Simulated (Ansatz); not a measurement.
Conformers of `C[Se][Hf]([OH])([F])[F]`, each relaxed with PBE0-D4/def2-TZVP in Ansatz. CBS adds the triple-zeta coupled-cluster correction to the MP2 limit.

Elements past krypton have def2 core potentials. Outer-core shells of Hf, Se are correlated without core-valence functions. Scalar relativity is left out up to krypton. Spin–orbit coupling is left out.

Not all of them had a frequency check.

Conformer A:

```xyz
10

C    -0.245    1.886   -0.876
Se    0.940    1.211    0.553
Hf    0.019   -1.180    0.398
O     0.925   -2.219    1.705
F    -1.867   -1.111    0.677
F     0.293   -1.822   -1.376
H    -0.110    2.965   -0.898
H     0.044    1.466   -1.837
H    -1.288    1.664   -0.655
H     1.288   -2.859    2.309
```

Conformer B:

```xyz
10

C    -0.069   -1.127   -1.532
Se   -1.289    0.394   -1.230
Hf   -0.492    0.877    1.170
O     1.409    0.965    1.151
F    -1.315    2.495    1.735
F    -1.007   -0.570    2.301
H     0.962   -0.834   -1.344
H    -0.182   -1.404   -2.579
H    -0.352   -1.969   -0.904
H     2.334    1.173    1.232
```

**Question.** Which is lowest in electronic energy at CCSD(T)/CBS (frozen core, def2 sets), and by how much? (An estimate is asked.)

**Answer.** Computed: A; B lies 3.4 kJ/mol higher.

**Question.** Give the energies relative to A (kJ/mol) with PBE0-D4/def2-TZVPP, B2PLYP/def2-TZVPP, r2SCAN/def2-TZVPP, MP2/def2-TZVPP, SCS-MP2/def2-TZVPP, MP2/CBS(def2), CCSD/CBS(def2). (An estimate is asked.)

**Answer.** Ansatz gave: 
| level | B |
| --- | --- |
| PBE0-D4/def2-TZVPP | 3.1 |
| B2PLYP/def2-TZVPP | 3.2 |
| r2SCAN/def2-TZVPP | 3.6 |
| MP2/def2-TZVPP | 3.5 |
| SCS-MP2/def2-TZVPP | 3.3 |
| MP2/CBS(def2) | 3.6 |
| CCSD/CBS(def2) | 3.2 |
